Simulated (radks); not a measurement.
All-electron atom: Zr XXV in [Ne] 3s2 3p4 (the NIST ground configuration). Method: scalar-relativistic Kohn-Sham, r2SCAN, spin-polarised, spherical densities, finite nucleus; open shells are filled with parallel spins first (spin-orbit coupling, left out, can overturn this in heavy ions); meta-GGA in the generalised Kohn-Sham scheme; Fermi nuclear charge, rms radius 4.2694 fm; computed with a radial shooting solver on a logarithmic mesh with Libxc functionals.

Local quantities along the radius. ELF = 1/(1 + alpha^2) is the electron localisation function; alpha = (tau - tau_W)/tau_unif compares the Pauli kinetic energy density with that of the uniform gas (summed over spins); 4 pi r^2 rho is in e/bohr. tau is taken from the large components.

r (bohr),ELF,alpha,4 pi r^2 rho
0.001952,1.000,0.02087,2.340
0.002183,1.000,0.02112,2.846
0.002442,1.000,0.02146,3.454
0.002709,1.000,0.02188,4.125
0.00303,1.000,0.02246,4.980
0.003389,0.999,0.02318,5.995
0.003791,0.999,0.02406,7.193
0.00424,0.999,0.02515,8.596
0.004705,0.999,0.02637,10.11
0.005263,0.999,0.02796,11.97
0.005886,0.999,0.02988,14.11
0.006584,0.999,0.03224,16.53
0.007306,0.999,0.03491,19.04
0.008171,0.999,0.03844,22.02
0.00914,0.998,0.04285,25.25
0.01022,0.998,0.04840,28.70
0.01143,0.997,0.05549,32.29
0.01269,0.996,0.06392,35.67
0.01419,0.994,0.07572,39.24
0.01587,0.992,0.09145,42.59
0.01775,0.987,0.1128,45.55
0.0197,0.981,0.1397,47.79
0.02204,0.969,0.1799,49.51
0.02465,0.947,0.2370,50.37
0.02757,0.908,0.3188,50.33
0.03083,0.840,0.4358,49.43
0.03421,0.744,0.5864,47.96
0.03827,0.609,0.8013,45.98
0.0428,0.470,1.062,44.00
0.04788,0.364,1.322,42.51
0.05312,0.312,1.486,42.00
0.05942,0.307,1.503,42.73
0.06646,0.355,1.347,44.93
0.07434,0.453,1.099,48.39
0.08315,0.578,0.8553,52.54
0.09226,0.686,0.6767,56.18
0.1032,0.771,0.5446,58.84
0.1154,0.821,0.4675,59.17
0.1291,0.838,0.4393,56.53
0.1433,0.824,0.4624,51.39
0.1602,0.755,0.5701,43.66
0.1792,0.585,0.8421,35.02
0.2005,0.336,1.405,27.17
0.2242,0.174,2.179,21.55
0.2488,0.142,2.454,18.92
0.2783,0.224,1.860,18.57
0.3113,0.461,1.081,19.57
0.3482,0.719,0.6254,20.31
0.3863,0.840,0.4364,19.66
0.4321,0.884,0.3620,17.14
0.4833,0.885,0.3612,13.20
0.5406,0.851,0.4186,8.877
0.6046,0.766,0.5521,5.150
0.6709,0.612,0.7963,2.693
0.7504,0.360,1.332,1.132
0.8394,0.134,2.544,0.3939
0.9388,0.031,5.604,0.1113
1.042,0.006,13.41,0.02802
1.165,0.001,40.47,0.004974
1.303,0.000,147.4,0.0006676

On this mesh the ELF has minima near r = 0.059, 0.25 bohr, which separate the shells, and maxima near 0.13 (0.84), 0.48 (0.88).

Self-consistent cycle (total energy in hartree, residual of the potential): 1: -3210.978438, 4e+01; 2: -3218.557926, 2e+01; 3: -3224.796879, 4e-01; 4: -3224.805980, 2e-01; 5: -3224.812451, 8e-03; 6: -3224.812423, 1e-03; 7: -3224.812440, 1e-04; 8: -3224.812440, 2e-05; 9: -3224.812440, 1e-05; 10: -3224.812440, 6e-06; 11: -3224.812440, 6e-07.
